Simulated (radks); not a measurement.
Results of a calculation; reference values are marked as such.
W XXIV, 51 electrons, occupied as [Kr] 4d10 4f5 (the NIST ground configuration). Code: a radial shooting solver on a logarithmic mesh with Libxc functionals. Model: scalar-relativistic Kohn-Sham, r2SCAN, spin-unpolarised, spherical densities, finite nucleus; meta-GGA in the generalised Kohn-Sham scheme; Fermi nuclear charge, rms radius 5.3658 fm.

Normalised radial functions P(r) = r R(r), r in bohr:

r	3s	4s	4p
0.001816	0.4805	0.2466	0.0128
0.002048	0.5210	0.2674	0.0157
0.002327	0.5662	0.2905	0.0194
0.002624	0.6101	0.3130	0.0237
0.002982	0.6580	0.3375	0.0293
0.003362	0.7033	0.3607	0.0357
0.003791	0.7481	0.3835	0.0434
0.004309	0.7939	0.4069	0.0535
0.004858	0.8336	0.4270	0.0650
0.005477	0.8684	0.4446	0.0787
0.006225	0.8978	0.4593	0.0964
0.007019	0.9155	0.4680	0.1162
0.007978	0.9206	0.4700	0.1414
0.008995	0.9091	0.4635	0.1692
0.01014	0.8783	0.4469	0.2016
0.01153	0.8203	0.4161	0.2416
0.013	0.7386	0.3730	0.2844
0.01477	0.6187	0.3101	0.3357
0.01665	0.4734	0.2341	0.3888
0.01878	0.2952	0.1412	0.4457
0.02134	0.0703	0.0243	0.5090
0.02406	-0.1690	-0.0996	0.5682
0.02713	-0.4284	-0.2331	0.6238
0.03083	-0.7138	-0.3788	0.6738
0.03477	-0.9724	-0.5089	0.7060
0.03951	-1.2148	-0.6276	0.7167
0.04455	-1.3850	-0.7059	0.6966
0.05023	-1.4731	-0.7377	0.6395
0.05709	-1.4485	-0.7051	0.5309
0.06437	-1.2931	-0.6016	0.3803
0.07258	-0.9994	-0.4235	0.1833
0.08249	-0.5391	-0.1579	-0.0696
0.093	0.0064	0.1432	-0.3310
0.1057	0.6611	0.4841	-0.6081
0.1192	1.2805	0.7767	-0.8328
0.1344	1.8354	0.9918	-0.9863
0.1527	2.2817	1.0810	-1.0318
0.1722	2.5101	0.9948	-0.9350
0.1957	2.5254	0.7076	-0.6715
0.2207	2.3385	0.2762	-0.2882
0.2488	2.0021	-0.2583	0.1877
0.2828	1.5531	-0.8533	0.7295
0.3188	1.1236	-1.3394	1.1923
0.3595	0.7455	-1.6760	1.5404
0.4086	0.4338	-1.8176	1.7304
0.4606	0.2346	-1.7435	1.7222
0.5236	0.1073	-1.4912	1.5404
0.5903	0.0453	-1.1639	1.2611
0.6656	0.0166	-0.8220	0.9400
0.7564	0.0048	-0.5046	0.6162
0.8529	0.0012	-0.2836	0.3714
0.9616	0.0003	-0.1405	0.1991
1.093	0.0000	-0.0570	0.0888
1.232	0.0000	-0.0208	0.0359
1.401	0.0000	-0.0059	0.0114
1.579	0.0000	-0.0015	0.0032

3s: eigenvalue -3469.3 eV, 2 radial nodes at r = 0.0221, 0.0929 bohr, <r> = 0.201 bohr, 90 % of the charge inside 0.294 bohr. 4s: eigenvalue -1224.8 eV, 3 radial nodes at r = 0.0219, 0.0880, 0.235 bohr, <r> = 0.435 bohr, 90 % of the charge inside 0.619 bohr. 4p: eigenvalue -1070.0 eV, 2 radial nodes at r = 0.0798, 0.238 bohr, <r> = 0.455 bohr, 90 % of the charge inside 0.655 bohr.
